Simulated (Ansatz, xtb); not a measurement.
Stretching the O3–H4 bond in FHOSi (SMILES O[Si]F) (multiplicity 1 held, fragments rigid). Energies count from the point at 0.966 Å.
Geometry at that point (charge 0, multiplicity 1):
```xyz
4

Si     0.009     0.006     0.610
F     -0.735     1.026    -0.417
O      0.731    -1.046    -0.426
H      0.639    -0.946    -1.382
```

R- and RO- levels are restricted; in cc, def2 and unpolarised 6-31G sets they are followed outwards from rest. U- levels take the lowest unrestricted solution at each point, which mixes spins at long bonds. Active spaces are followed from a long bond inwards. Curves can end on different states.

Correlated levels freeze the cores.

Programs: Ansatz (a first-principles code); xtb for the GFN methods. Each number belongs to the level named beside it. The GFN methods have no spin term and hold the electronic entropy of 300 K.

Energies in eV.

```
R (Å)  GFN2-xTB  R-HF/cc-pV(D+d)Z  U-SCS-MP2/cc-pV(D+d)Z  FIC-MRCISD+Q on CASSCF(4,3)/cc-pV(D+d)Z
-----  --------  ----------------  ---------------------  ---------------------------------------
0.773      1.37              1.43                   1.64                                     1.62
0.869      0.24              0.23                   0.33                                     0.32
0.966      0.00              0.00                   0.00                                     0.00
1.062      0.17              0.29                   0.18                                     0.18
1.159       [?]              0.82                   0.61                                     0.62
1.304      1.15              1.82                   1.45                                     1.44
1.449      1.77              2.85                   2.70                                     2.28
1.690      2.66              4.42                   4.38                                     3.43
1.932       [?]              5.70                   4.91                                     4.20
2.221       [?]              6.91                   5.11                                     4.70
2.608      4.34              8.07                   5.17                                     4.96
3.090      4.61              9.01                   5.19                                     5.04
```

Task: What belongs in the gaps?

Result: 
- 1.932, GFN2-xTB: 3.33
- 2.221, GFN2-xTB: 3.89
- 1.159, GFN2-xTB: 0.52

Doubts at one or more of the structures used: a restricted determinant that unrestricted orbitals would lower (R-HF/cc-pV(D+d)Z); a spin-contaminated determinant (U-SCS-MP2/cc-pV(D+d)Z); active orbitals that take no part (FIC-MRCISD+Q on CASSCF(4,3)/cc-pV(D+d)Z).
